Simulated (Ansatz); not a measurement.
Correlation energies of Ge$_{2}$H$_{12}$Si$_{3}$ (`[SiH3][GeH2][SiH2][GeH2][SiH3]`) by basis set

Cartesian coordinates in Å:
```
Si 2.515 0.436 0.828
Ge 0.467 -0.017 1.949
Si -0.807 -1.599 0.707
Ge -0.912 -0.871 -1.557
Si -1.586 1.409 -1.644
H 3.339 1.415 1.586
H 3.290 -0.822 0.666
H 2.226 0.993 -0.521
H -0.344 1.288 2.070
H 0.741 -0.532 3.375
H -0.159 -2.937 0.792
H -2.185 -1.707 1.262
H -1.884 -1.747 -2.370
H 0.486 -1.010 -2.188
H -0.603 2.243 -0.902
H -1.665 1.893 -3.048
H -2.919 1.565 -1.005
```

Total charge 0; spin multiplicity 1. Correlated methods include outer-core shells of Ge, which these sets cover unevenly. Scalar relativity is left out up to krypton. The geometry is a stationary point of PBE0-D4/def2-TZVP. It is one conformer, not always the lowest. Frozen core, restricted reference, Ansatz 0.2.0.

| basis | HF (Eh) | MP2 corr. | CCSD corr. | (T) | CCSD(T) total |
| --- | --- | --- | --- | --- | --- |
| def2-SVP | ? | ? | -0.86079 | -0.02536 | ? |
| def2-TZVPP | -5024.55387 | -0.91435 | ? | ? | ? |
| def2-QZVPP | -5024.66406 | -1.47052 | – | – | – |

Fill in the withheld values. (An estimate is asked.)

The calculation gave: def2-SVP HF (Eh): -5023.71726; def2-SVP MP2 corr.: -0.78107; def2-SVP CCSD(T) total: -5024.60341; def2-TZVPP CCSD corr.: -0.99857; def2-TZVPP (T): -0.03649; def2-TZVPP CCSD(T) total: -5025.58893.
